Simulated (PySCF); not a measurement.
CH8F2Si3.
Structure used (GFN2-xTB), in Å, numbered top down from 1:
```
atom  x, y, z in Å
F1    -0.8556    1.8310   -0.6660
C2    -1.7584    0.8390   -0.3970
F3    -1.7053   -0.0018   -1.4744
Si4   -1.2351   -0.1120    1.2112
Si5    0.8539   -1.0060    0.7399
Si6    2.0217   -0.0083   -1.0072
H7    -2.7520    1.3043   -0.4073
H8    -1.3406    0.9384    2.2303
H9    -2.3836   -0.9989    1.4304
H10    1.6060   -0.9692    2.0084
H11    0.6570   -2.4495    0.5100
H12    3.3615   -0.5929   -1.1392
H13    2.1948    1.4264   -0.7777
H14    1.3350   -0.2008   -2.2833
```

The closed-shell ground state was solved at several levels (PySCF, density fitting, gas phase, non-relativistic).

```tsv
level	basis functions	HOMO (eV)	LUMO (eV)	gap (eV)	dipole (D)
PBE0/def2-SVPD	202	-8.38	-0.85	7.53	1.51
PBE0/pcSseg-1	163	-8.35	-0.83	7.52	1.55
```

Q: What might CAM-B3LYP/def2-SVPD (202 basis functions) give for the same quantities?

A: HOMO -9.71 eV, LUMO 0.16 eV, gap 9.87 eV, dipole 1.64 D.

Q: How far do the dipole and the HOMO energy spread over the levels?

A: The dipole runs from 1.51 to 1.64 D (mean 1.57 D) and the HOMO from -9.71 to -8.35 eV.

One conformer stands for the species.
